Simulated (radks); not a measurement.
The numbers below are computed, except where a source is named.
Problem. Au77+, 2 electrons, occupied as 1s1 4d1 (not the ground configuration). Level of theory: Dirac Kohn-Sham, LDA (Slater exchange, Perdew-Wang correlation), spin-unpolarised, spherical densities, finite nucleus; open shells fill j = l - 1/2 first; Fermi nuclear charge, rms radius 5.4371 fm (a radial shooting solver on a logarithmic mesh with Libxc functionals). Some entries of the table are withheld. Estimate them.

| orbital | occ. | eigenvalue (hartree) | <1/r> (bohr^-1) | r(max) (bohr) |
|---|---|---|---|---|
| 1s1/2 | 1 | -3396.944 | (1) | (2) |
| 4d3/2 | 1 | (3) | (4) | 0.2631 |
| 4d5/2 | 0 | (5) | (6) | 0.2679 |

Solution. 
(1) 1s1/2 <1/r> (bohr^-1): 96.38
(2) 1s1/2 r(max) (bohr): 0.01036
(3) 4d3/2 eigenvalue (hartree): -193.5560
(4) 4d3/2 <1/r> (bohr^-1): 5.137
(5) 4d5/2 eigenvalue (hartree): -190.8039
(6) 4d5/2 <1/r> (bohr^-1): 4.992
